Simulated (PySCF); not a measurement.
A calculated (PBE0, PySCF 2.14, dyall-av2z, no relativity, point nucleus) atom or ion has these occupied shells.

```
shell  electrons  orbital energy (eV)  rms radius, mean of both spins (bohr)
 1s α          1              -5372.3                                 0.0776
 1s β          1              -5372.3                                 0.0776
 2s α          1              -616.71                                  0.337
 2s β          1              -615.51                                  0.337
 2p α          3              -520.56                                  0.305
 2p β          3              -519.57                                  0.305
 3s α          1              -82.735                                   1.03
 3s β          1              -79.164                                   1.03
 3p α          3              -56.023                                   1.11
 3p β          3              -52.200                                   1.11
 3d α          3              -16.046                                   1.53
 4s α          1              -12.046                                   3.25
```

Name the element and its charge.

V⁺ (vanadium, charge +1), in [Ar] 3d3 4s1, high-spin 5F determinant (an excited configuration).
